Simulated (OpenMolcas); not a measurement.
# Ba I: effect of the active space

```json
{"Program": "OpenMolcas 26.06", "Method": "MS-CASPT2, IPEA 0.25 Eh, imaginary shift 0.1 Eh", "Basis": "ANO-RCC-VTZP", "Scalar Hamiltonian": "DKH2, point nucleus", "Spin-orbit coupling": "state interaction with AMFI integrals over the reference wave functions, term energies averaged over their components"}
```

A. 2 electrons in 8 orbitals (6s 6p 7s 7p); 2S+1 = 3 even, 1 root; 2S+1 = 1 even, 7 roots; 2S+1 = 3 odd, 3 roots; 2S+1 = 1 odd, 3 roots; closed shells correlated: 5s 5p; CASPT2 step of the order of 8 core-seconds
B. 2 electrons in 9 orbitals (5d 6s 6p); 2S+1 = 3 even, 18 roots; 2S+1 = 1 even, 21 roots; 2S+1 = 3 odd, 18 roots; 2S+1 = 1 odd, 18 roots; closed shells correlated: 5s 5p; CASPT2 step about 70 core-seconds

Energies in cm-1 above 6s2 1S0, the measured ground level; measured values from NIST Handbook of Basic Atomic Spectroscopic Data.

```json
{"Level": "6s2 1S0", "A": "0.0", "B": "0.0", "Measured": "0.0"}
{"Level": "6s 6p 3P* 0", "A": "12010", "B": "12240", "Measured": "12266"}
{"Level": "6s 6p 3P* 1", "A": "12270", "B": "12430", "Measured": "12637"}
{"Level": "6s 6p 3P* 2", "A": "12810", "B": "12840", "Measured": "13515"}
{"Level": "6s 6p 1P* 1", "A": "21110", "B": "17890", "Measured": "18060"}
```

Deviations, from unrounded energies. A percentage is the sum of absolute deviations over the sum of measured energies, with the sign that they share, or ± where signs differ.

```
           Against measurement  Levels     A     B
mean absolute deviation (cm-1)       4  1100   270
      other configurations (%)       4  ±7.7  -1.9
```

B lies closest to measurement on these levels. The largest miss of B in the table is 6s 6p 3P* 2, by -680 cm-1. The ranking rests on the paired levels alone, and a cruder setting can come out closer through cancelling errors.

Between A and B the level of the table that moves most is 6s 6p 1P* 1, by 3200 cm-1 (lowest in B, highest in A). Moves below CASPT2's spread within the term are not significant.

The run also gave levels led by 6s 7s, which use shells meant for correlation; these and all levels above them are left out (holds for A). Computed and measured levels are paired by configuration, term and J; levels that our copy of the source lacks, or whose pairing is in doubt (as where it misses far off the trend of its configuration), stay unpaired and out of the deviations. Only configurations of the active space appear. Levels that lie high or do not pair safely by name in every column are left out.

* marks odd parity.
